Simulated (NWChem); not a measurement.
Molecule: C₃H₃NO₃S₂; SMILES S(=O)(O)(c1ncsc1)=O

```xyz
12

O     -0.7416     2.0095    -1.2752
S     -0.1588     1.5755     0.0000
O     -0.7416     2.0095     1.2752
O      1.4493     1.8879     0.0000
C     -0.0440    -0.2333     0.0000
C     -1.0979    -1.1210     0.0000
S     -0.4667    -2.7310     0.0000
C      1.1510    -2.0886     0.0000
N      1.2123    -0.7759     0.0000
H      1.8856     0.9878     0.0000
H     -2.1743    -0.9144     0.0000
H      2.0282    -2.7514     0.0000
```
Atoms are numbered in this order, from 1.

Computed with NWChem. Structure relaxed at the PBE-D3(BJ)/def2-SVP level. No frequency run checked for a minimum.

Question: Estimate the computed values for LDA (Slater exchange, VWN5)/def2-SVP. Quantities: highest occupied level (eV); orbital gap (eV); dipole (D).

Answer: 
- highest occupied level (eV): -6.80
- orbital gap (eV): 3.67
- dipole (D): 6.57
